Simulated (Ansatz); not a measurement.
Reaction (formal exchange of groups at a Te–C bond): `C=C(F)[Te]C` + `[AlH2][SiH3]` → `C[Te][AlH][SiH3]` + `C=CF`

Gas-phase electronic energies from Ansatz, PBE0-D4/def2-TZVP geometries. CCSD(T)/CBS is the MP2 limit (def2-TZVPP, def2-QZVPP) plus CCSD(T) − MP2 in def2-TZVPP, frozen cores. This one scheme is used for every species. Functionals use def2-TZVPP. Elements past krypton have def2 core potentials. For Te outer-core shells are correlated without core-valence functions, which leaves a few kJ/mol of doubt a bond. One conformer a species, not always the lowest.

`C=C(F)[Te]C`:

```xyz
10

C    -0.730    1.298    1.660
C    -0.765    0.474    0.627
F    -1.427   -0.691    0.716
Te    0.051    0.853   -1.269
C     0.965   -1.071   -1.444
H    -0.158    2.213    1.605
H    -1.272    1.066    2.570
H     1.775   -1.164   -0.724
H     1.355   -1.143   -2.458
H     0.208   -1.835   -1.285
```

`[AlH2][SiH3]`:

```xyz
7

Al   -0.259    1.043    0.909
Si    0.171   -0.773   -0.688
H    -1.591    1.906    0.847
H     0.816    1.370    2.033
H     1.433   -0.519   -1.443
H     0.350   -2.071    0.027
H    -0.920   -0.956   -1.685
```

`C[Te][AlH][SiH3]`:

Z-matrix (Å, degrees):
```
C
Te 1 2.154
H 1 1.087 2 108.3
H 1 1.087 2 109.8 3 120.5
H 1 1.087 2 107.8 3 -119.4
Al 2 2.510 1 99.1 3 -113.9
Si 6 2.452 2 121.4 1 -0.2
H 6 1.586 2 115.2 1 179.6
H 7 1.491 6 110.5 2 114.1
H 7 1.490 6 113.2 2 -6.2
H 7 1.491 6 110.9 2 -126.9
```

`C=CF`:

Cartesian coordinates in Å:
```
C 0.046 0.699 0.027
C 0.031 -0.616 -0.025
F -1.106 -1.318 -0.038
H -0.870 1.275 0.062
H 0.994 1.217 0.035
H 0.905 -1.257 -0.061
```

```tsv
level	ΔE (kJ/mol)	difference from CCSD(T)/CBS
PBE-D4	-161.8	2.8
r2SCAN-D4	-165.0	-0.4
PBE0-D4	-168.8	-4.2
ωB97M-V	-159.8	4.8
B2PLYP	-162.0	2.6
PBE0	-168.5	-3.9
CCSD(T)/def2-TZVPP	-162.4	2.2
MP2/def2-QZVPP	-165.3	-0.7
SCS-MP2/def2-QZVPP	-160.6	4.0
CCSD/CBS(def2)	-165.6	-1.0
CCSD(T)/CBS	-164.6	0
```

Largest T1 diagnostic among the species: 0.012.

In def2-TZVPP, CCSD(T) changes the Hartree–Fock value by +9.6 kJ/mol (the triples alone add +1.0 kJ/mol) and MP2 by +7.5 kJ/mol. From PBE to PBE0 (25 % exact exchange), in def2-TZVPP and without D4, ΔE moves by −6.6 kJ/mol.
